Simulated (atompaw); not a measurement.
## silicon: PAW (atompaw) pseudisation with PBE, scalar-relativistic reference atom.

| Item | Value |
| --- | --- |
| Element | Si |
| Generator | atompaw 4.2.0.5 |
| Type | PAW |
| Functional | PBE |
| Relativity | scalar-relativistic |
| Frozen core | [Ne] |
| Valence charge | 4 |
| Reference configuration | 3s2 3p2 |
| Partial waves | 3s (bound): rc 1.35 bohr; 3s channel at -0.35 Ry: rc 1.35 bohr; 3p (bound): rc 2.70 bohr; 3p channel at 2.1 Ry: rc 2.70 bohr; 3d channel at -0.05 Ry: rc 2.30 bohr |
| Local potential | bessel scheme, radius 2.20 bohr |
| Core correction | smooth core density matched at 1.35 bohr |
| Augmentation charge | sinc compensation charge, radius 2.15 bohr; PAW radius 2.70 bohr; waves and projectors: custom polynom vanderbiltortho |

- Cutoffs needed: 25 Ry and 30 Ry (the cutoffs (Ry, on a coarse ladder) from which the occupation-weighted sum of valence levels, in a spherical-Bessel basis at the reference potential, stays within 10 and 1 mRy of its value at 400 Ry)
- Ghost test: no extra level below or beside the all-electron valence levels (s, p, d, f tested) (spherical-Bessel basis up to 400 Ry, 20 bohr box)
- Lowest eigenvalue of the overlap operator: 0.96 (s channel)
- Overlap eigenvalues printed by atompaw (projector basis): 0.153, 0.845, 7.13, 11.9, 1.59e+08
- Share of each valence orbital outside the PAW sphere: 3s 23 %, 3p 46 %
